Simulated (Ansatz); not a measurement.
Wavefunction ladder for C2H7FOSi2, SMILES `C=C[SiH](F)O[SiH3]`

```
atom    x (Å)    y (Å)    z (Å)
  C1   0.5298   2.1534  -0.8003
  C2   0.7617   1.0527  -1.5107
 Si3   0.3205  -0.6295  -0.9055
  F4   1.6246  -1.5517  -0.9173
  O5  -0.2338  -0.5117   0.6124
 Si6  -0.9410  -1.2409   1.8976
  H7   0.0762   2.1060   0.1852
  H8   0.7843   3.1437  -1.1670
  H9   1.2179   1.1547  -2.4942
 H10  -0.6716  -1.3247  -1.7575
 H11  -1.9100  -2.2675   1.4334
 H12  -1.6527  -0.2010   2.6798
 H13   0.0942  -1.8835   2.7440
```

Charge 0, multiplicity 1. The geometry is a stationary point of PBE0-D4/def2-TZVP. It is one conformer, not always the lowest. Frozen core, restricted reference, the Gaussian-basis code of Ansatz. CBS rows extrapolate triple and quadruple zeta; past MP2 they add the triple-zeta difference.

```tsv
basis	HF (Eh)	MP2 corr.	CCSD corr.	(T)	CCSD(T) total
def2-SVP	-831.73764	-0.81907	-0.87786	-0.02205	-832.63755
def2-TZVPP	-832.27185	-1.04314	-1.09254	-0.03961	-833.40400
def2-QZVPP	-832.30321	-1.12621	–	–	–
CBS(def2)	-832.30753	-1.18774	-1.23714	as TZ	-833.58428
```
